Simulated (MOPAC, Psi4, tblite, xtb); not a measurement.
Dimer COS ··· Na+ (SMILES O=C=S and [Na+]) (charge +1) at R = 3.80 Å between the centres of mass, closest contact 2.12 Å (lowest of the rigid-body minima from ten starts at GFN2-xTB). Geometry in Å and degrees:

```
4

O     -1.266    -0.252     0.000
C     -0.133    -0.026     0.000
S      1.399     0.278     0.000
Na    -3.329    -0.740     0.000
```

- GFN2-xTB (tblite)
- SAPT0/jun-cc-pVDZ, all electrons correlated (Psi4)
- PBE/def2-TZVP, counterpoise-corrected (Psi4)
- PBE-D3(BJ)/def2-TZVP, counterpoise-corrected (Psi4)
- wB97X-V/def2-TZVP, counterpoise-corrected (Psi4)
- HF/aug-cc-pVTZ, counterpoise-corrected (Psi4)
- MP2/aug-cc-pVTZ = Psi4 with DF-MP2/aug-cc-pVTZ, all electrons correlated, counterpoise-corrected
- SCS-MP2/aug-cc-pVTZ = DF-SCS-MP2/aug-cc-pVTZ, all electrons correlated, counterpoise-corrected in Psi4
- AM1, restricted, heats of formation (MOPAC)
- PM7, restricted, heats of formation (MOPAC)
- GFN1-xTB (xtb)

### Question
What interaction energy does each level give?

### Answer

```
method                E_int / kcal/mol
--------------------  ----------------
GFN2-xTB                        -22.25
GFN1-xTB                        -20.46
PBE-D3(BJ)/def2-TZVP            -15.00
wB97X-V/def2-TZVP               -14.42
PBE/def2-TZVP                   -14.42
HF/aug-cc-pVTZ                  -14.37
SAPT0/jun-cc-pVDZ               -14.22
SCS-MP2/aug-cc-pVTZ             -12.84
MP2/aug-cc-pVTZ                 -12.81
PM7                             -12.74
AM1                              -0.84
```
